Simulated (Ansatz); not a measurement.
Molecule: sum formula H$_{5}$Si$_{2}$O$_{2}$, net charge 0, doublet state. It need not be the lowest isomer of its formula. SMILES: [Si](O)([SiH3])O
Geometry from a B3LYP-D3(BJ)/def2-TZVP (Ansatz, an electronic-structure program) optimisation:
```xyz
9

O      0.9491     1.6249     0.2531
Si     0.5215     0.1838    -0.4467
O      1.4652    -1.0542     0.1369
Si    -1.6997    -0.4305     0.1039
H      1.3166     1.6143     1.1438
H      2.4044    -1.0629    -0.0698
H     -2.6057     0.6436    -0.3672
H     -1.8942    -0.6150     1.5665
H     -2.0413    -1.6917    -0.5952
```
Charge 0, spin multiplicity 2.

Parts of the frozen-core correlation energy in cc-pwCVTZ (Ansatz, hartree). Frozen orbitals: 12; correlated occupied orbitals by spin: 13 and 12; virtual: 249 and 250. Open shells are spin-unrestricted. No spin-orbit coupling. Non-relativistic.

| term | value |
|---|---|
| reference (HF) | -730.65471 |
| MP2 opposite-spin | -0.55236 |
| MP2 same-spin | (withheld) |
| CCSD correlation | (withheld) |
| (T) | (withheld) |
| T1 diagnostic | 0.016 |
| largest doubles amplitude | 0.023 |
| <S^2> of the reference | 0.761 |

Fill in the missing entries.


- MP2 same-spin, value: -0.16756
- CCSD correlation, value: -0.75383
- (T), value: -0.02767
